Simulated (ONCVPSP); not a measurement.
**How hard is this La ONCV potential?**

| Property | Result |
| --- | --- |
| Element | lanthanum (La) |
| Generator | ONCVPSP 4.0.1 |
| Type | optimised norm-conserving Vanderbilt (ONCV) |
| Functional | LDA (Perdew-Wang 92) |
| Relativity | scalar-relativistic |
| Frozen core | [Kr] 4d10 |
| Valence charge | 11 |
| Reference configuration | 5s2 5p6 5d1 6s2 |
| Partial waves | 5s+6s: rc 2.05 bohr, ncon 3, nbas 8, qcut 5.8 1/bohr, 2 projectors; 5p: rc 2.35 bohr, ncon 4, nbas 8, qcut 4.9 1/bohr, 3 projectors, debl 1.6 Ha; 5d: rc 2.45 bohr, ncon 4, nbas 7, qcut 4.7 1/bohr, 2 projectors, debl 3.9 Ha; f scattering state at 0.1 Ha: rc 2.50 bohr, ncon 4, nbas 9, qcut 3.9 1/bohr, 2 projectors, debl 2.1 Ha |
| Local potential | polynomial inside 1.50 bohr (lpopt 4, dvloc0 0 Ha) |
| Core correction | Teter function, fcfact 5.25, rcfact 1.35 |

In the f channel the program set the typed energies aside and used -0.169, 1.931 Ha.

**Question.** For each optimised wave give the share of its norm inside rc, the residual kinetic energy above qcut (Ha) and the cutoffs (Ha) for errors of 10, 1, 0.1 and 0.01 mHa per electron.

**Answer.**

```
         wave  norm inside rc  residual KE  10 mHa  1 mHa  0.1 mHa     0.01 mHa
           5s           0.843      1.9e-06     9.0   11.7     13.7         15.8
           6s           0.047      7.3e-07     6.9   10.3     12.9         14.9
           5p           0.826      2.5e-05     3.7    8.1     10.7         22.0
p projector 2           0.093      7.3e-05     3.8    8.6     11.7         28.0
p projector 3           0.132      5.7e-04     6.1   11.1     18.4         33.1
           5d           0.399      1.6e-06     4.2    5.8      7.2          8.6
d projector 2           0.172      1.4e-04     7.2    8.7     12.3         36.6
f projector 1           0.951      3.5e-01    52.0   60.0     87.4  not reached
f projector 2           0.201      8.7e-01    60.7   70.5     87.9        126.0
```

The occupied waves need 12 Ha and 14 Ha for 1 and 0.1 mHa. The cutoffs count occupied waves only; projector 2 of the f channel, the hardest unoccupied one, needs 70 Ha at the loose tolerance. Note: no bound ghost flagged; GHOST(+) flagged for s at 95.4 eV.
